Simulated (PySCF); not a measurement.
Excitations are Tamm–Dancoff values on a coarser integration grid. The basis has no diffuse functions, so Rydberg states are missing or too high.

## C$_{11}$H$_{12}$, SMILES `CC1(C)C=c2ccccc2=C1` (charge 0, multiplicity 1)

Calculation: PySCF with PBE-D3(BJ)/def2-TZVP // PBE-D3(BJ)/def2-SVP.

| Property | Value |
|---|---|
| HOMO | -4.51 eV |
| dipole moment | 0.59 D |
| HOMO–LUMO gap | 1.82 eV |
| LUMO | -2.69 eV |
| S1 excitation (TDA) | 2.92 eV |
| S1 oscillator strength | 0.068 |
| brightest of the four lowest singlets (TDA) | 2.92 eV |
| T1 excitation (TDA) | 1.36 eV |
| S1–T1 gap (TDA) | 1.56 eV |
| vertical ionisation energy (Delta-SCF) | 6.90 eV |
| adiabatic ionisation energy (no zero-point term) | 6.83 eV |
| hole reorganisation energy (four-point) | 0.162 eV |
| total energy | -425.9580 Ha |
| cost | roughly 12 core-minutes |

```xyz
23

C     -2.3011    -0.5447     1.2510
C     -1.4645     0.0123     0.0717
C     -2.4028     0.5843    -1.0208
C     -0.4913     1.0663     0.5519
C      0.7950     0.6599     0.2924
C      2.0743     1.2792     0.5429
C      3.2202     0.6231     0.1655
C      3.1777    -0.6769    -0.4786
C      1.9896    -1.3134    -0.7417
C      0.7515    -0.6729    -0.3681
C     -0.5607    -1.0575    -0.5004
H     -1.6437    -0.9576     2.0410
H     -2.9251     0.2562     1.6976
H     -2.9776    -1.3511     0.9012
H     -1.8188     0.9867    -1.8715
H     -3.0807    -0.2057    -1.4037
H     -3.0282     1.4016    -0.6072
H     -0.8027     2.0047     1.0322
H      2.1192     2.2650     1.0308
H      4.2029     1.0838     0.3505
H      4.1298    -1.1538    -0.7583
H      1.9702    -2.2994    -1.2309
H     -0.9332    -1.9901    -0.9472
```
Charge 0, spin multiplicity 1.
